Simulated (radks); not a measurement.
Ca VIII, configuration [Ne] 3p1 4p2 (not the ground configuration).

Method: Dirac Kohn-Sham, Wu-Cohen GGA, spin-unpolarised, spherical densities, point nucleus; open shells are shared between the two j in proportion to 2j + 1; computed with a radial shooting solver on a logarithmic mesh with Libxc functionals.

Energy parts (eV):
total: -17852.234
kinetic: 18000.322
electron-nucleus: -40454.129
Hartree: 5446.820
exchange-correlation: -845.248

Orbitals (lengths in bohr, moments of r in powers of bohr; r(max) is where P^2 peaks):
orbital      occ.  eigenvalue (eV)      <r>   r(max)     <r^2>   <1/r>
1s1/2           2        -4119.178  0.07684  0.05029  0.007942   19.74
2s1/2           2        -574.3144   0.3609   0.2987    0.1540   4.090
2p1/2           2        -498.9593   0.3217   0.2433    0.1277   4.021
2p3/2           4        -495.1748   0.3241   0.2454    0.1295   3.979
3p1/2    0.333333        -151.5303    1.005   0.9091     1.167   1.377
3p3/2    0.666667        -150.8671    1.010   0.9133     1.176   1.368
4p1/2    0.666667         -71.5106    2.092    2.068     4.938  0.6739
4p3/2     1.33333         -71.2969    2.097    2.075     4.964  0.6714

The highest occupied level is 4p3/2 at -71.297 eV. Summed over all electrons, <r^2> = 12.18 bohr^2, which gives a Langevin (diamagnetic) susceptibility term of -9.65 x 10^-6 cm^3/mol. The density falls to 0.001 e/bohr^3 at r = 3.48 bohr.
